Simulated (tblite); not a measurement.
Compound: C₃H₇FOSi.
Cartesian coordinates in Å at the GFN2-xTB level; atoms count from 1:
```
atom  x, y, z in Å
C1     2.2634   -0.5934   -0.4394
Si2    1.0376    0.4853    0.5054
O3    -0.4013   -0.0502   -0.0685
C4    -1.6486    0.3365    0.2262
C5    -2.7007   -0.2248   -0.3494
F6    -3.9465    0.1791   -0.0381
H7     2.1097   -1.6486   -0.2324
H8     3.2795   -0.3441   -0.1529
H9     2.1775   -0.4518   -1.5129
H10    1.0932    0.2852    1.9573
H11    1.1837    1.9149    0.2140
H12   -1.7723    1.1262    0.9563
H13   -2.6795   -1.0137   -1.0833
```

All values are computed: GFN2-xTB (tblite) harmonic vibrations without scaling, gas phase. Against measured fundamentals such values can be off by several per cent, at times by over 20. Modes of hydrogen on silicon can be 10 to 20 % off. One conformer, not necessarily the lowest.

How many normal modes are there?

13 atoms, non-linear: 3N − 6 = 33.

What is the point group of the computed structure, and how do the modes divide by symmetry?

Cs. The vibrations span 21 a′ + 12 a″.

How many distinct wavenumbers does the calculation give?

33: Cs has no degenerate species.

How many fundamentals are allowed in the infrared by symmetry?

33 of 33: in Cs every mode is allowed. All fundamentals are allowed in the Raman spectrum.

What zero-point energy do the modes add up to?

½Σν̃ = 19909 cm⁻¹ = 238.2 kJ/mol (33 modes), 128.5 kJ/mol of it from above 1550 cm⁻¹.

How far is the lowest real mode excited at 298.15 K, as a harmonic oscillator?

θ = hcν̃/k = 57 K for 39.8 cm⁻¹, so N1/N0 = 0.83 and ⟨v⟩ = 1/(exp(θ/T) − 1) = 4.7.
